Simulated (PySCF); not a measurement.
Species: CH9OPSi2.
Numbering: `[CH3:1][Si@H:2]([PH2:3])[O:4][SiH3:5]` (hydrogens: H6, H7, H8 on C1; H9 on Si2; H10, H11 on P3; H12, H13, H14 on Si5)

Jobs on this species (14 atoms, 66 electrons) with PySCF (density fitting). Hardware of each: one thread of an Arm Neoverse V1, shared host. Times come from a shared host and carry two figures at best.

```csv
level and settings,work,basis functions,SCF cycles,wall time
HF/def2-SVPD,"10 singlets by TDHF, 4 Tamm–Dancoff triplets, polarisability, ΔSCF ions",187,?,?
PBE/def2-SVPD,"10 singlets by full TDDFT, 4 Tamm–Dancoff triplets, polarisability, ΔSCF ions",187,15,1.7 min
PBE0/def2-SVP,"10 singlets by full TDDFT, 4 Tamm–Dancoff triplets, polarisability",127,13,15 s
BHandHLYP/def2-SVPD,"10 singlets by full TDDFT, 4 Tamm–Dancoff triplets, polarisability, ΔSCF ions",187,12,47 s
PBE0/def2-TZVP,"10 singlets by full TDDFT, 4 Tamm–Dancoff triplets, polarisability",227,13,36 s
PBE0/6-31G*,"10 singlets by full TDDFT, 4 Tamm–Dancoff triplets, polarisability",100,13,11 s
B3LYP/def2-SVPD,"10 singlets by full TDDFT, 4 Tamm–Dancoff triplets, polarisability, ΔSCF ions",187,13,83 s
wB97X-D/def2-SVPD,"10 singlets by full TDDFT, 4 Tamm–Dancoff triplets, polarisability, ΔSCF ions",187,13,99 s
"PBE0-D3(BJ)/def2-SVP, grid level 1",geometry optimisation from a GFN2-xTB start,127,65,68 s
```

Problem. Fill in the missing figures.

Solution. 
- HF/def2-SVPD; 10 singlets by TDHF, 4 Tamm–Dancoff triplets, polarisability, ΔSCF ions: 16 s, 10 SCF cycles

Problem. What do all jobs in the table cost together?

Solution. About 8.0 min; the longest takes about 21 % of that, and about 9.3 times as long as the shortest.
